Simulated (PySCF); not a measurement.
# Radial density of Si⁻ (silicon, charge -1)

UHF, [Ne] 3s2 3p3, high-spin 4S determinant. Computed with PySCF 2.14 in x2c-QZVPPall with one added diffuse shell each of s, p, d, f type (10s7p5d3f1g, 86 functions), with the spin-free X2C one-electron Hamiltonian (Gaussian nucleus).

| r (bohr) | 4πr²ρ (e/bohr) | 4πr²(ρα − ρβ) |
| --- | --- | --- |
| 0.00224 | 0.1185 | 0.0000 |
| 0.00377 | 0.3126 | -0.0001 |
| 0.00635 | 0.8031 | -0.0002 |
| 0.0107 | 1.970 | -0.0004 |
| 0.0180 | 4.472 | -0.0009 |
| 0.0302 | 8.882 | -0.0013 |
| 0.0508 | 14.10 | 0.0005 |
| 0.0855 | 15.61 | 0.0135 |
| 0.144 | 11.20 | 0.0571 |
| 0.242 | 10.50 | 0.1293 |
| 0.407 | 14.43 | 0.1197 |
| 0.684 | 8.214 | -0.0078 |
| 1.15 | 1.853 | 0.2303 |
| 1.94 | 1.923 | 0.8981 |
| 3.26 | 1.109 | 0.7661 |
| 5.48 | 0.2152 | 0.1923 |
| 9.21 | 0.01331 | 0.0131 |
| 15.5 | 7.410e-05 | 0.0001 |

Densities and radii are taken from the X2C orbitals without a picture-change correction, which distorts them close to the nucleus.

Task: Where is the radial spin density 4πr²(ρα − ρβ) most negative, and why is it negative at all?

Result: Around r = 0.684 bohr, down to -0.0078 e/bohr: exchange with the open shell polarises the paired shells in an unrestricted calculation.
